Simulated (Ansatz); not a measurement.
Consider the formal exchange of groups at a Ge–P bond: `[CH3][GeH]([CH3])[PH2]` + acetylene → `C#[C][GeH]([CH3])[CH3]` + PH₃.

Calculated with Ansatz (gas phase, PBE0-D4/def2-TZVP geometries, no zero-point term in ΔE). CCSD(T)/CBS adds triple-zeta CCSD(T) − MP2 to the extrapolated MP2 energy (def2 sets, frozen cores). This one scheme is used for every species. Functionals use def2-TZVPP. For Ge outer-core shells are correlated without core-valence functions, which leaves a few kJ/mol of doubt a bond. Scalar relativity is left out up to krypton. One conformer a species, not always the lowest.

Task: Is it downhill or uphill in electronic energy at CCSD(T)/CBS, and by how much? (An estimate is asked.)

Result: Ansatz gave: Nearly level: ΔE = +1.7 kJ/mol.

Task: What do these levels give: r2SCAN-D4, ωB97M-V, HF/def2-TZVPP, MP2/def2-QZVPP, SCS-MP2/def2-QZVPP, CCSD/CBS(def2)? (Estimate.)

Result: Computed: r2SCAN-D4 4.2, ωB97M-V 0.8, HF/def2-TZVPP -10.8, MP2/def2-QZVPP -1.0, SCS-MP2/def2-QZVPP -4.8, CCSD/CBS(def2) 0.7 kJ/mol.

Largest T1 diagnostic among the species: 0.013.

In def2-TZVPP, CCSD(T) changes the Hartree–Fock value by +6.3 kJ/mol (the triples alone add +1.0 kJ/mol) and MP2 by +6.2 kJ/mol. The D4 term adds +3.4 kJ/mol with B3LYP and +1.9 kJ/mol with PBE0; it sums over pairs of atoms, weighted by their polarisabilities, and B3LYP, whose exchange is more repulsive, gets the larger term.

B3LYP here is the variant with VWN-RPA as its local correlation; programs differ in this.
